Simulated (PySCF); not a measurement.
SiFCl₂, SMILES Cl[Si](Cl)F, multiplicity 2. Coordinates come from a PBE0-D3(BJ)/def2-SVP optimisation.

Give the equilibrium geometry at PBE0-D3(BJ)/def2-SVP (PySCF confirms it by a frequency run) as a Z-matrix, and its point group. (The exact figures need the calculation; the answer reports its results.)

point group Cs.
```
Si
F 1 1.6163
Cl 1 2.0545 2 107.70
Cl 1 2.0545 2 107.70 3 -118.85
```
Charge 0, spin multiplicity 2.
